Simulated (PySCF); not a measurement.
Structure problem from calculated spectra and properties.

Elements present: C, H, O and Si. Monoisotopic mass: 130.0814 u.

- Rotational structure: rotational constants A, B, C: 3.844, 0.822, 0.793 GHz [GFN2-xTB]
- 1H NMR: chemical shifts (computed TMS as zero) by class: 4.93 (3 H), 3.83 (2 H), 1.82 (2 H), 1.78 (2 H), 1.77 (1 H), 1.68 (2 H), 1.47 (2 H) ppm [GIAO PBE0/pcSseg-1]
- 13C NMR: chemical shifts (computed TMS as zero) by class: 66.7 (1 C), 47.1 (1 C), 29.3 (2 C), 28.5 (2 C) ppm [GIAO PBE0/pcSseg-1]
- Dipole: 0.94 D [PBE0/pcSseg-1]
- NMR, other nuclei: isotropic shieldings of nuclei other than C and H, by class: 334 (1 O), 386 (1 Si) ppm [GIAO PBE0/pcSseg-1]

Gas-phase values; electronic properties from PySCF, density fitting. Levels stand in brackets. Isolated species at its GFN2-xTB geometry (one conformer only). GFN2-xTB frequencies show an imaginary mode (30i cm⁻¹), so this geometry is no minimum at that level. NMR classes are plain means over equivalent atoms (diastereotopic ones count apart unless rotation or inversion swaps them), as if these changed places fast.

Problem. Which formula fits the mass and the elements?

Solution. C6H14OSi (calculated 130.0814). No other formula that holds each of these elements comes within 0.0003 u with a fitting electron parity and a possible valence count.

Problem. What is the compound? Reason from the data.

Solution. Numbering: `[SiH3:1][O:2][CH2:3][CH:4]1[CH2:5][CH2:6][CH2:7][CH2:8]1`. Its formula, C6H14OSi, gives 1 degree of unsaturation: 1 ring and 0 π bonds in the structure found. 6 carbons fall into 4 classes; from least to most shielded: chain sp3 carbon bound to oxygen [C3] (66.7 ppm), sp3 CH carbon [C4] (47.1 ppm), ring CH2 carbon [C5/C8] (29.3 ppm, 2 C, up to 4.8 ppm apart in this geometry), ring CH2 carbon [C6/C7] (28.5 ppm, 2 C, up to 3.8 ppm apart in this geometry). Hydrogen classes from least to most shielded: 3 H on an oxygen-bound silicon, Si1 (4.93 ppm), 2 H on an sp3 carbon bound to oxygen, C3 (3.83 ppm), 2 H on 2 ring CH2 carbons, C5/C8 (1.82 ppm), 2 H on 2 ring CH2 carbons, C6/C7 (1.78 ppm), 1 H on an sp3 CH carbon, C4 (1.77 ppm), 2 H on 2 ring CH2 carbons, C6/C7 (1.68 ppm), 2 H on 2 ring CH2 carbons, C5/C8 (1.47 ppm). The other shieldings belong to: 334 ppm, silyl ether oxygen [O2]; 386 ppm, oxygen-bound silicon [Si1]. The optimised geometry has point group C1 and is an asymmetric top. Structure: `[SiH3]OCC1CCCC1`. Computed isomers that give other values at the same levels: `COC[SiH2]CC1CC1` (13C chemical shifts (computed TMS as zero) by class: 65.0 (1 C), 63.4 (1 C), 16.5 (1 C), 9.9 (1 C), 7.8 (2 C) ppm); `CO[C@@H]1CC[C@@H](C)[SiH2]1` (13C chemical shifts (computed TMS as zero) by class: 79.6 (1 C), 61.6 (1 C), 37.9 (1 C), 37.0 (1 C), 22.2 (1 C), 20.0 (1 C) ppm); `C=CO[SiH2]C(C)(C)C` (13C chemical shifts (computed TMS as zero) by class: 152.9 (1 C), 100.7 (1 C), 27.3 (3 C), 21.4 (1 C) ppm). The assignments are read from this structure; whether some other isomer fits the data as well wasn't checked.
